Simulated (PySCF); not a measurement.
A structure optimised at ωB97X-D3(BJ)/def2-SVP, used in a PySCF frequency run:

```xyz
5

Si    -0.4217    -0.3654     0.0000
F     -1.1043     0.2947     1.2957
F     -1.1043     0.2947    -1.2957
Cl     1.5544     0.0957     0.0000
H     -0.6444    -1.8159     0.0000
```

Write its SMILES, formula and point group.

F[SiH](F)Cl, ClF2HSi, Cs

What are its rotational constants (standard atomic weights)?

6.7919, 3.4138, 2.5116 GHz
